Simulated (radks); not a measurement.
Spherical jellium clusters: N electrons in a uniform positive sphere of charge N and radius rs N^(1/3), rs = 3.89 bohr. Calculated with a radial shooting solver with Libxc functionals: non-relativistic Kohn-Sham, exchange-only LDA, spin-polarised, spherical densities. Levels are named by radial order and angular momentum (1s, 1p, 1d, 2s, ...), and open shells are averaged over m.

N = 8, configuration 1s2 1p6. This is the lowest configuration that the search found. Occupied and some empty levels:

level  occupation  eigenvalue (eV)  <r> (bohr)
1s              2          -3.8359       5.240
1p              6          -2.5542       6.486
1d              0          -1.0889       7.831
2s              0         -0.79880       8.525

Energy (eV): total -8.17303, kinetic 13.153, external -260.45, Hartree 126.82, exchange-correlation -21.996, background 134.31. Static polarisability (adiabatic kernel): 729.3 bohr^3, against R^3 = 470.9 for a classical metal sphere.

Electron density:

r (bohr)  n(r) (e/bohr^3)
0.589            0.002828
1.25             0.003149
1.90             0.003623
2.56             0.004143
3.21             0.004582
3.87             0.004815
4.53             0.004751
5.18             0.004361
5.84             0.003691
6.49             0.002862
7.15             0.002028
7.80             0.001320
8.46            0.0008033
9.12            0.0004666
9.77            0.0002625
10.4            0.0001441
11.1           0.00007836
11.7           0.00004172
12.4           0.00002204
13.1           0.00001169
